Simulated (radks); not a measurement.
Isoelectronic series with 25 electrons, all held in the configuration [Ar] 3d5 4s2, which need not be the ground one along the series. All-electron calculation, scalar-relativistic Kohn-Sham, r2SCAN, spin-polarised, spherical densities, finite nucleus; open shells are filled with parallel spins first (spin-orbit coupling, left out, can overturn this in heavy ions); meta-GGA in the generalised Kohn-Sham scheme; Fermi nuclear charge, rms radius of each element as measured or else 0.836 A^(1/3) + 0.57 fm. Program: a radial shooting solver on a logarithmic mesh with Libxc functionals. Total energies (hartree) and orbital eigenvalues (hartree) (* marks an orbital that is empty in some or all of the ions):

ion    E (hartree)   3d down*    4s down      4s up
Mn     -1158.74197   -0.10063   -0.16745   -0.21163
Co2+   -1391.97648   -1.31580   -0.90947   -0.96151
Cu4+   -1648.63789   -3.10568   -1.97199   -2.03337
Ga6+   -1928.74659   -5.39789   -3.32136   -3.39284
As8+   -2232.40600   -8.16794   -4.94622   -5.02816
Br10+  -2559.75962  -11.40435   -6.84180   -6.93436
Rb12+  -2910.97798  -15.10080   -9.00612   -9.10939
Nb16+  -3685.79862  -23.86023  -14.13998  -14.26490
Tc18+  -4109.84544  -28.91941  -17.11105  -17.24691
Rh20+  -4558.64583  -34.43020  -20.35350  -20.50040
Ag22+  -5032.47228  -40.39214  -23.86932  -24.02736
In24+  -5531.61429  -46.80504  -27.66083  -27.83013
Sb26+  -6056.38542  -53.66897  -31.73071  -31.91141
I28+   -6607.11944  -60.98417  -36.08192  -36.27418
Cs30+   -7184.1761  -68.75102  -40.71776  -40.92175
La32+   -7787.9371  -76.97004  -45.64182  -45.85772
Pr34+   -8418.8130  -85.64186  -50.85801  -51.08603
Pm36+   -9077.2318  -94.76719  -56.37057  -56.61092

3d down drops below 4s down between Mn and Co2+.
